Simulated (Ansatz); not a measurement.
Reaction (ligand exchange at a Ge–C bond): `C=[C](F)[GeH2][CH3]` + H₂Te → `[CH3][GeH2][TeH]` + `C=CF`

Calculated with Ansatz (gas phase, PBE0-D4/def2-TZVP geometries, no zero-point term in ΔE). CCSD(T)/CBS adds triple-zeta CCSD(T) − MP2 to the extrapolated MP2 energy (def2 sets, frozen cores). Functionals use def2-TZVPP. B3LYP here is the variant with VWN-RPA as its local correlation; programs differ in this. def2 core potentials past Kr. For Ge, Te outer-core shells are correlated without core-valence functions, which leaves a few kJ/mol of doubt a bond. Scalar relativity is left out up to krypton. Each species was taken in one conformer, which may not be the lowest.

| level | ΔE (kJ/mol) | difference from CCSD(T)/CBS |
| --- | --- | --- |
| PBE-D4 | -84.8 | 0.1 |
| r2SCAN-D4 | -84.2 | 0.7 |
| PBE0-D4 | -88.3 | -3.4 |
| B3LYP-D4 | -85.1 | -0.2 |
| ωB97X-V | -79.9 | 5.0 |
| ωB97M-V | -81.1 | 3.8 |
| B2PLYP | -84.8 | 0.1 |
| PBE | -85.6 | -0.7 |
| r2SCAN | -84.7 | 0.2 |
| PBE0 | -88.8 | -3.9 |
| B3LYP | -86.0 | -1.1 |
| HF/def2-TZVPP | -91.6 | -6.7 |
| MP2/def2-TZVPP | -85.0 | -0.1 |
| SCS-MP2/def2-TZVPP | -82.2 | 2.7 |
| CCSD/def2-TZVPP | -78.5 | 6.4 |
| CCSD(T)/def2-TZVPP | -77.3 | 7.6 |
| HF/def2-QZVPP | -92.2 | -7.3 |
| MP2/def2-QZVPP | -89.5 | -4.6 |
| SCS-MP2/def2-QZVPP | -86.4 | -1.5 |
| HF/CBS(def2) | -92.3 | -7.4 |
| MP2/CBS(def2) | -92.6 | -7.7 |
| CCSD/CBS(def2) | -86.1 | -1.2 |
| CCSD(T)/CBS | -84.9 | 0 |

Largest T1 diagnostic among the species: 0.012.

From PBE to PBE0 (25 % exact exchange), in def2-TZVPP and without D4, ΔE moves by −3.3 kJ/mol. In def2-TZVPP, CCSD(T) changes the Hartree–Fock value by +14.3 kJ/mol (the triples alone add +1.2 kJ/mol) and MP2 by +6.7 kJ/mol.
